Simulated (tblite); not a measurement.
Compound: C8H13P.
SMILES with atom numbers: `[CH3:1][CH2:2][CH2:3][P:4]1[CH:5]=[CH:6][CH2:7][CH:8]=[CH:9]1` (hydrogens: H10, H11, H12 on C1; H13, H14 on C2; H15, H16 on C3; H17 on C5; H18 on C6; H19, H20 on C7; H21 on C8; H22 on C9)

Computed with GFN2-xTB (tblite), gas phase: L-BFGS steps from a force-field or distance-geometry start until the largest atomic force falls under 0.01 eV/Å.

Step 94: E = -713.5805 eV
```
atom  x, y, z in Å  |  force x, y, z in eV/Å
C1     -2.9999   -0.0030    1.2134   -0.004   0.011   0.000
C2     -2.4776   -0.1812   -0.2053   -0.006  -0.014   0.014
C3     -1.2767    0.7119   -0.4953   -0.008   0.003   0.009
P4      0.1595    0.3898    0.6617   -0.013  -0.052   0.032
C5      0.7219   -1.1952   -0.0169   -0.012  -0.029   0.008
C6      1.9925   -1.4414   -0.3025   -0.035   0.030  -0.059
C7      3.0898   -0.4304   -0.1497   -0.033   0.016   0.010
C8      2.6250    0.9682   -0.4343   -0.011  -0.001  -0.015
C9      1.3993    1.4062   -0.1821    0.004  -0.024  -0.011
H10    -3.8360   -0.6757    1.3942    0.001   0.049   0.028
H11    -3.3264    1.0213    1.3778   -0.042   0.009  -0.016
H12    -2.2135   -0.2218    1.9348    0.008  -0.034  -0.027
H13    -2.2016   -1.2279   -0.3481    0.003  -0.008  -0.044
H14    -3.2708    0.0491   -0.9238    0.006  -0.005   0.028
H15    -0.9391    0.5799   -1.5279    0.006  -0.007   0.012
H16    -1.5579    1.7604   -0.3577    0.007   0.013   0.000
H17    -0.0306   -1.9674   -0.1173    0.021   0.025  -0.026
H18     2.2860   -2.4073   -0.6942    0.032   0.004   0.033
H19     3.9233   -0.6810   -0.8100    0.003  -0.012   0.020
H20     3.4608   -0.4794    0.8805    0.058   0.017   0.018
H21     3.3580    1.6222   -0.8899   -0.005  -0.012  -0.026
H22     1.1037    2.4220   -0.4090    0.020   0.020   0.010
```

Step 95: E = -713.5815 eV
```
atom  x, y, z in Å  |  force x, y, z in eV/Å
C1     -3.0024    0.0133    1.2156   -0.008   0.004   0.004
C2     -2.4805   -0.1877   -0.1995    0.012   0.000  -0.006
C3     -1.2772    0.6995   -0.4966   -0.006   0.034  -0.008
P4      0.1584    0.3743    0.6595   -0.018  -0.042   0.035
C5      0.7273   -1.2020   -0.0332   -0.014  -0.015   0.008
C6      2.0000   -1.4414   -0.3144   -0.023   0.018  -0.065
C7      3.0930   -0.4276   -0.1457   -0.027  -0.016   0.011
C8      2.6225    0.9700   -0.4265    0.009  -0.015  -0.030
C9      1.3950    1.4019   -0.1748   -0.007  -0.015  -0.001
H10    -3.8419   -0.6518    1.4057   -0.018   0.048   0.029
H11    -3.3201    1.0421    1.3665   -0.056   0.011  -0.018
H12    -2.2182   -0.2013    1.9401    0.023  -0.039  -0.018
H13    -2.2060   -1.2362   -0.3275    0.004  -0.028  -0.042
H14    -3.2700    0.0351   -0.9240   -0.005  -0.004   0.035
H15    -0.9421    0.5679   -1.5306    0.000  -0.021   0.032
H16    -1.5570    1.7488   -0.3600    0.019   0.010   0.003
H17    -0.0236   -1.9732   -0.1483    0.015   0.012  -0.023
H18     2.2971   -2.4027   -0.7155    0.039   0.012   0.034
H19     3.9332   -0.6727   -0.8011   -0.021   0.005   0.041
H20     3.4550   -0.4819    0.8883    0.051   0.023  -0.006
H21     3.3512    1.6265   -0.8838    0.013   0.005  -0.020
H22     1.0960    2.4183   -0.3958    0.018   0.011   0.004
```

**Question.** Estimate the geometry and energy of step 96. (The exact step hangs on the optimiser's Hessian estimate; all steps are aligned on step 95, rigid shifts and turns removed.)

**Answer.** E = -713.5823 eV, largest force 0.074 eV/Å
```
atom  x, y, z in Å  |  force x, y, z in eV/Å
C1     -3.0105    0.0397    1.2221    0.025   0.021   0.000
C2     -2.4868   -0.1970   -0.1883    0.028  -0.015   0.001
C3     -1.2798    0.6810   -0.4993   -0.004   0.041  -0.017
P4      0.1568    0.3497    0.6533   -0.005  -0.020   0.011
C5      0.7357   -1.2126   -0.0623   -0.026  -0.021  -0.003
C6      2.0122   -1.4409   -0.3355   -0.002   0.009  -0.049
C7      3.0995   -0.4239   -0.1392   -0.026  -0.052   0.002
C8      2.6231    0.9737   -0.4116    0.007  -0.015  -0.041
C9      1.3902    1.3951   -0.1657    0.023  -0.025   0.007
H10    -3.8500   -0.6205    1.4280   -0.029   0.057   0.025
H11    -3.3266    1.0745    1.3472   -0.042  -0.055  -0.023
H12    -2.2264   -0.1596    1.9536   -0.016  -0.020  -0.061
H13    -2.2141   -1.2504   -0.2919   -0.012   0.019  -0.030
H14    -3.2714    0.0123   -0.9228   -0.007  -0.011   0.064
H15    -0.9500    0.5433   -1.5352   -0.008  -0.028   0.058
H16    -1.5540    1.7326   -0.3673    0.026   0.003   0.003
H17    -0.0127   -1.9830   -0.2044    0.037   0.031  -0.006
H18     2.3166   -2.3951   -0.7488    0.043   0.032   0.032
H19     3.9482   -0.6592   -0.7888   -0.040   0.019   0.059
H20     3.4516   -0.4897    0.8987    0.025   0.032  -0.040
H21     3.3501    1.6371   -0.8637   -0.006  -0.007   0.002
H22     1.0880    2.4121   -0.3798    0.007   0.004   0.005
```

The energy changes by -0.0009 eV. The first-order estimate −F·Δx gives -0.0016 eV and the mean of the old and new forces, exact on a quadratic surface, -0.0008 eV. The step makes an angle of 87° with the force vector and moves no atom by more than 0.058 Å.

The cost below is that of the whole relaxation. Hardware: one thread of an Arm Neoverse V2, shared host with 96 logical CPUs at a one-minute load of 39. Cost: 0.89 s of wall time.
